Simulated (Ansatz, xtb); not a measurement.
## Relative energy of two isomers of C4H4BrF3

We compare a, `FC(F)(F)[C@@H]1C[C@H]1Br`, a singlet, with b, `FC(F)(F)C1(Br)CC1`, a singlet. Both are isolated molecules in the gas phase, relaxed with B3LYP/def2-SVP.

Quicker runs give these differences E(b) − E(a): GFN2-xTB +9.75 kJ/mol; HF/STO-3G +6.19 kJ/mol (at GFN2-xTB geometries); r2SCAN-D4/def2-SVP +5.95 kJ/mol (at GFN2-xTB geometries).

Problem. Estimate E(b) − E(a) at the level CCSD(T)/def2-SVP + ΔMP2/def2-TZVPP.

Solution. Calculated at CCSD(T)/def2-SVP + ΔMP2/def2-TZVPP: E(b) − E(a) = +5.99 kJ/mol, so structure a lies lower.

Level by level:

```csv
level,geometry,E(b) − E(a) (kJ/mol),departure from the last row (kJ/mol),"job, with rough time for the two"
GFN2-xTB,GFN2-xTB,+9.75,+3.76,"optimisation, 0.12 s"
HF/STO-3G,GFN2-xTB,+6.19,+0.21,"single point, 0.78 s"
r2SCAN-D4/def2-SVP,GFN2-xTB,+5.95,−0.04,"single point, 8.4 s"
B3LYP/def2-SVP,B3LYP/def2-SVP,+11.14,+5.16,"optimisation, 57 s"
HF/def2-SVP,B3LYP/def2-SVP,+13.42,+7.43,part of the CCSD(T) run
MP2/def2-SVP,B3LYP/def2-SVP,+4.55,−1.44,part of the CCSD(T) run
CCSD(T)/def2-SVP,B3LYP/def2-SVP,+5.16,−0.82,single point
CCSD(T)/def2-SVP + ΔMP2/def2-TZVPP,B3LYP/def2-SVP,+5.99,,"single point, 4.7 min"
```

As drawn, both hold the same kinds of bond in the same numbers.

The levels shown agree on the order. The largest departure from CCSD(T)/def2-SVP + ΔMP2/def2-TZVPP is that of HF/def2-SVP, 7.43 kJ/mol. The last row adds to CCSD(T) the change of the MP2 difference between the two basis sets, here +0.82 kJ/mol.

With thermal terms from frequencies at re-optimised GFN2-xTB minima (ideal gas, soft modes damped towards free rotors, one conformer each, 298.15 K, 1 atm): on the last row, ΔE + ΔZPE = +5.76, ΔH = +5.93, ΔG = +6.90 kJ/mol.

The correlated steps freeze 16 core orbitals; the filled d shell of Br is correlated, in a basis made for valence electrons. Mirror images aren't counted in ΔG. Run with Ansatz 0.2.0, xtb 6.7.1; the last row on 2 threads of Arm Neoverse V2 on a shared host.
